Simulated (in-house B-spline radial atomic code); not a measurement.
Configurations of the arsenic ion As⁴⁺, with energies counted from [Ar] 3d10 4s1. Level of theory: scalar-relativistic (X2C) PBE0, spin-polarised, spherical fractional occupations, Fermi nucleus of rms radius 4.0968 fm; calculated with a B-spline radial code for spherical atoms. Caution: exact exchange at fractional occupations of open shells leaves self-interaction of up to several eV. Shells without spins written out take the highest spin.

Occupations are held fixed; configurations that lie above the ionisation limit could autoionise.

| configuration | E - E(ref) (eV) | highest orbital | its <r> (bohr) |
| --- | --- | --- | --- |
| [Ar] 3d10 5p(1 up, 0 down) | 37.439 | 5p up | 3.798 |
| [Ar] 3d10 5f1 | 49.548 | 5f up | 6.094 |
| [Ar] 3d9 4s1 4d1 | 72.316 | 4d up | 2.366 |
| [Ar] 3d(4 up, 5 down) 4s(1 up, 0 down) 4d(0 up, 1 down) | 73.559 | 4d down | 2.418 |
| [Ar] 3d9 4s1 5d1 | 87.368 | 5d up | 4.581 |
| [Ne] 3s2 3p5 3d10 4s1 4d1 | 168.26 | 4d up | 2.365 |
| [Ne] 3s2 3p5 3d10 4s1 4f1 | 181.55 | 4f up | 3.356 |

Question: Order these further configurations by energy, lowest first.
A. [Ne] 3s2 3p5 3d10 4s2
B. [Ar] 3d10 4f(1 up, 0 down)
C. [Ne] 3s2 3p5 3d10 4s1 5f1
D. [Ne] 3s2 3p5 3d10 4s1 4p1
E. [Ar] 3d(4 up, 5 down) 4s2

Answer: E (41.391 eV), B (42.29 eV), A (137.22 eV), D (149.17 eV), C (189.01 eV).

Question: How far above the reference does [Ar] 3d9 4s1 5s1 lie?

Answer: 75.489 eV; its least bound orbital is 5s up with <r> = 3.3 bohr.

Question: How far above the reference does [Ar] 3d10 4p1 lie?

Answer: 13.385 eV; its least bound orbital is 4p up with <r> = 1.913 bohr.
